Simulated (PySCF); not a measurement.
PySCF input file for Ge(I)(SiH3) (GeH₃ISi), SMILES [SiH3][Ge][I] (connectivity only; charge and spin as stated), neutral, multiplicity 1, TDDFT-PBE/def2-SVPD. Geometry: B3LYP-D3(BJ)/def2-SVP. The def2 effective core potentials stand for the cores of I; spin–orbit coupling is left out.

```python
import numpy as np
from pyscf import gto, scf, dft, tdscf

mol = gto.M(
    atom='''
    Ge    1.00818758   -0.96105471    0.00000000
    I    -0.22032789    1.31854512   -0.00000000
    Si   -1.13151655   -2.25516267   -0.00000000
    H    -0.88284948   -3.73168944   -0.00000000
    H    -1.93027171   -1.91258687   -1.21627995
    H    -1.93027171   -1.91258687    1.21627996
    ''',
    basis='def2-SVPD',
    ecp={'I': 'def2-svp'},
    charge=0,
    spin=0,
    symmetry=True,
    max_memory=1600,
    verbose=4,
)
mf = dft.RKS(mol, xc='pbe').density_fit(auxbasis='def2-universal-jkfit')
mf.grids.level = 3
mf.conv_tol = 1e-9
mf.max_cycle = 100
mf.kernel()
mf.grids = dft.Grids(mol).set(level=1).build(with_non0tab=True)  # coarser grid for the response kernel
td = tdscf.TDDFT(mf)
td.singlet = True
td.nstates = 10
td.conv_tol = 1e-4
td.positive_eig_threshold = 1e-6
td.kernel(x0=td.get_init_guess(mf, 15))
td.analyze()
tt = tdscf.TDA(mf)
tt.singlet = False
tt.nstates = 4
tt.conv_tol = 1e-4
tt.positive_eig_threshold = 1e-6
tt.kernel(x0=tt.get_init_guess(mf, 9))
tt.analyze(verbose=3)
```

Output:

```
PySCF version 2.14.0

[INPUT] verbose = 4
[INPUT] num. atoms = 6
[INPUT] num. electrons = 74
[INPUT] charge = 0
[INPUT] spin (= nelec alpha-beta = 2S) = 0
[INPUT] symmetry True subgroup None
[INPUT] Mole.unit = angstrom
[INPUT] Symbol           X                Y                Z      unit          X                Y                Z       unit  Magmom
[INPUT]  1 Ge     1.008187580000  -0.961054710000   0.000000000000 AA    1.905198408388  -1.816130192623   0.000000000000 Bohr   0.0
[INPUT]  2 I     -0.220327890000   1.318545120000   0.000000000000 AA   -0.416359369703   2.491689159682   0.000000000000 Bohr   0.0
[INPUT]  3 Si    -1.131516550000  -2.255162670000   0.000000000000 AA   -2.138256384913  -4.261639812643   0.000000000000 Bohr   0.0
[INPUT]  4 H     -0.882849480000  -3.731689440000   0.000000000000 AA   -1.668343726415  -7.051871023532   0.000000000000 Bohr   0.0
[INPUT]  5 H     -1.930271710000  -1.912586870000  -1.216279950000 AA   -3.647684877896  -3.614265373739  -2.298435996300 Bohr   0.0
[INPUT]  6 H     -1.930271710000  -1.912586870000   1.216279960000 AA   -3.647684877896  -3.614265373739   2.298436015197 Bohr   0.0

nuclear repulsion = 348.733953662127
point group symmetry = Cs
symmetry origin: [-3.89061263e-09  1.48213821e-09  1.85267270e-10]
symmetry axis x: [ 1.00000000e+00  2.61843848e-09 -3.31114135e-10]
symmetry axis y: [ 2.61843848e-09 -1.00000000e+00  9.05652742e-11]
symmetry axis z: [3.31114135e-10 9.05652879e-11 1.00000000e+00]
num. orbitals of irrep A' = 81
num. orbitals of irrep A" = 40
number of shells = 49
number of NR pGTOs = 222
number of NR cGTOs = 121
basis = def2-SVPD
ecp = {'I': 'def2-svp'}


******** <class 'pyscf.df.df_jk.DFSymAdaptedRKS'> ********
method = DFSymAdaptedRKS
initial guess = minao
damping factor = 0
level_shift factor = 0
DIIS = <class 'pyscf.scf.diis.CDIIS'>
diis_start_cycle = 1
diis_space = 8
diis_damp = 0
SCF conv_tol = 1e-09
SCF conv_tol_grad = None
SCF max_cycles = 100
direct_scf = False
XC library pyscf.dft.libxc version 7.1.2
    S. Lehtola, C. Steigemann, M. J. T. Oliveira, and M. A. L. Marques,  SoftwareX 7, 1–5 (2018)
XC functionals = pbe
    J. P. Perdew, K. Burke, and M. Ernzerhof,  Phys. Rev. Lett. 77, 3865 (1996)
    J. P. Perdew, K. Burke, and M. Ernzerhof,  Phys. Rev. Lett. 78, 1396 (1997)
    J. P. Perdew, K. Burke, and M. Ernzerhof,  Phys. Rev. Lett. 77, 3865 (1996)
    J. P. Perdew, K. Burke, and M. Ernzerhof,  Phys. Rev. Lett. 78, 1396 (1997)
radial grids:
    Treutler-Ahlrichs [JCP 102, 346 (1995); DOI:10.1063/1.469408] (M4) radial grids

becke partition: Becke, JCP 88, 2547 (1988); DOI:10.1063/1.454033
pruning grids: <function nwchem_prune>
grids dens level: 3
symmetrized grids: True
atomic radii adjust function: <function treutler_atomic_radii_adjust>
small_rho_cutoff = 0
Freeze 0 electrons in irreps []
    74 free electrons in irreps A' A"
Set gradient conv threshold to 3.16228e-05
Initial guess from minao.
tot grids = 91208
init E= -2633.28394031853
HOMO (A') = -0.568014268782257  LUMO (A") = -0.557224769995486  gap/eV = 0.29360
cycle= 1 E= -2661.50587584856  delta_E= -28.2  |g|= 3.96  |ddm|= 10.8
HOMO (A') = -0.210789523893765  LUMO (A') = -0.207513721388129  gap/eV = 0.08914
cycle= 2 E= -2648.82471860181  delta_E= 12.7  |g|= 6.72  |ddm|= 13.7
HOMO (A') = -0.143838517025437  LUMO (A") = -0.103037574726283  gap/eV = 1.11025
cycle= 3 E= -2664.97155604645  delta_E= -16.1  |g|= 0.653  |ddm|= 10.2
HOMO (A') = -0.17303882570129  LUMO (A") = -0.163258625718473  gap/eV = 0.26613
cycle= 4 E= -2663.41277353872  delta_E= 1.56  |g|= 1.83  |ddm|= 4.39
HOMO (A') = -0.220412115266801  LUMO (A") = -0.155698604321042  gap/eV = 1.76094
cycle= 5 E= -2665.13567931731  delta_E= -1.72  |g|= 0.332  |ddm|= 3.13
HOMO (A') = -0.209572802090718  LUMO (A") = -0.172610485679147  gap/eV = 1.00580
cycle= 6 E= -2665.14194422602  delta_E= -0.00626  |g|= 0.315  |ddm|=  1.1
HOMO (A') = -0.204939193747105  LUMO (A") = -0.156633402761763  gap/eV = 1.31447
cycle= 7 E= -2665.18358358628  delta_E= -0.0416  |g|= 0.0647  |ddm|= 0.456
HOMO (A') = -0.206179994007781  LUMO (A") = -0.155823633004896  gap/eV = 1.37027
cycle= 8 E= -2665.18563465602  delta_E= -0.00205  |g|= 0.0232  |ddm|= 0.118
HOMO (A') = -0.20539317824919  LUMO (A") = -0.154332596792337  gap/eV = 1.38943
cycle= 9 E= -2665.18580979658  delta_E= -0.000175  |g|= 0.00562  |ddm|= 0.0405
HOMO (A') = -0.205049659569739  LUMO (A") = -0.153834278034122  gap/eV = 1.39364
cycle= 10 E= -2665.1858239553  delta_E= -1.42e-05  |g|= 0.00115  |ddm|= 0.0103
HOMO (A') = -0.205078449833488  LUMO (A") = -0.153838585235238  gap/eV = 1.39431
cycle= 11 E= -2665.18582439027  delta_E= -4.35e-07  |g|= 0.000376  |ddm|= 0.00224
HOMO (A') = -0.205077678936565  LUMO (A") = -0.153853614388584  gap/eV = 1.39388
cycle= 12 E= -2665.18582446602  delta_E= -7.58e-08  |g|= 8.97e-05  |ddm|= 0.000961
HOMO (A') = -0.205084223931542  LUMO (A") = -0.153860902157035  gap/eV = 1.39386
cycle= 13 E= -2665.18582446929  delta_E= -3.27e-09  |g|= 1.67e-05  |ddm|= 0.000209
HOMO (A') = -0.205084427992937  LUMO (A") = -0.153861769940605  gap/eV = 1.39384
cycle= 14 E= -2665.18582446942  delta_E= -1.33e-10  |g|= 4.06e-06  |ddm|= 3.85e-05
HOMO (A') = -0.205084270191039  LUMO (A") = -0.153861295217713  gap/eV = 1.39385
Extra cycle  E= -2665.18582446941  delta_E= 6.82e-12  |g|= 6.82e-06  |ddm|= 2.01e-05
converged SCF energy = -2665.18582446941
tot grids = 29272
Overwritten attributes  positive_eig_threshold  of <class 'pyscf.tdscf.rks.CasidaTDDFT'>


******** <class 'pyscf.tdscf.rks.CasidaTDDFT'> for <class 'pyscf.df.df_jk.DFSymAdaptedRKS'> ********
nstates = 10 singlet
deg_eia_thresh = 1.000e-03
wfnsym = None
conv_tol = 0.0001
eigh lindep = 1e-12
eigh level_shift = 0
eigh max_cycle = 100


Excitation energies (eV)
[1.62734368 2.95710367 3.38930476 3.65380795 3.78675467 4.46354594
 4.59289385 5.12388997 5.13786035 5.25282677]

** Singlet excitation energies and oscillator strengths **
Excited State   1:   A"      1.62734 eV    761.88 nm  f=0.0006
      37 -> 38       -0.70587
Excited State   2:   A"      2.95710 eV    419.28 nm  f=0.0006
      36 -> 38        0.70222
Excited State   3:   A'      3.38930 eV    365.81 nm  f=0.0363
      34 -> 39       -0.11207
      35 -> 38        0.67944
      37 -> 39       -0.13537
Excited State   4:   A"      3.65381 eV    339.33 nm  f=0.0004
      34 -> 38        0.70142
Excited State   5:   A'      3.78675 eV    327.42 nm  f=0.0224
      35 -> 38        0.12023
      37 -> 39        0.69039
Excited State   6:   A"      4.46355 eV    277.77 nm  f=0.0029
      33 -> 38        0.70259
Excited State   7:   A'      4.59289 eV    269.95 nm  f=0.0051
      32 -> 38        0.68334
      37 -> 40        0.14999
Excited State   8:   A"      5.12389 eV    241.97 nm  f=0.0019
      35 -> 39        0.70599
Excited State   9:   A'      5.13786 eV    241.31 nm  f=0.0296
      34 -> 39        0.12998
      36 -> 39        0.59708
      37 -> 40        0.31624
Excited State  10:   A'      5.25283 eV    236.03 nm  f=0.0784
      34 -> 39        0.11703
      36 -> 39        0.31426
      37 -> 40       -0.49398
      37 -> 41        0.33041

** Transition electric dipole moments (AU) **
state          X           Y           Z        Dip. S.      Osc.
  1        -0.0000     -0.0000      0.1181      0.0139      0.0006
  2        -0.0000     -0.0000      0.0900      0.0081      0.0006
  3         0.0653     -0.6579     -0.0000      0.4371      0.0363
  4        -0.0000     -0.0000     -0.0701      0.0049      0.0004
  5         0.4069     -0.2760      0.0000      0.2417      0.0224
  6         0.0000      0.0000      0.1633      0.0267      0.0029
  7         0.2131     -0.0003      0.0000      0.0454      0.0051
  8        -0.0000     -0.0000      0.1236      0.0153      0.0019
  9        -0.4674      0.1296     -0.0000      0.2353      0.0296
 10         0.5559      0.5476      0.0000      0.6089      0.0784

WARN: ECP detected. Skipping calculation of transition velocity and magnetic dipole moments, which have not yet been implemented.

Overwritten attributes  positive_eig_threshold  of <class 'pyscf.tdscf.rks.TDA'>


******** <class 'pyscf.tdscf.rks.TDA'> for <class 'pyscf.df.df_jk.DFSymAdaptedRKS'> ********
nstates = 4 triplet
deg_eia_thresh = 1.000e-03
wfnsym = None
conv_tol = 0.0001
eigh lindep = 1e-12
eigh level_shift = 0
eigh max_cycle = 100


Excitation energies (eV)
[1.08521176 2.53357763 2.6184078  3.20973603]

** Triplet excitation energies and oscillator strengths **
Excited State   1:   A"      1.08521 eV   1142.49 nm  f=0.0000
Excited State   2:   A'      2.53358 eV    489.36 nm  f=0.0000
Excited State   3:   A"      2.61841 eV    473.51 nm  f=0.0000
Excited State   4:   A"      3.20974 eV    386.28 nm  f=0.0000
```

The calculation finished and met its thresholds.

Cost: very roughly 40 core-seconds.
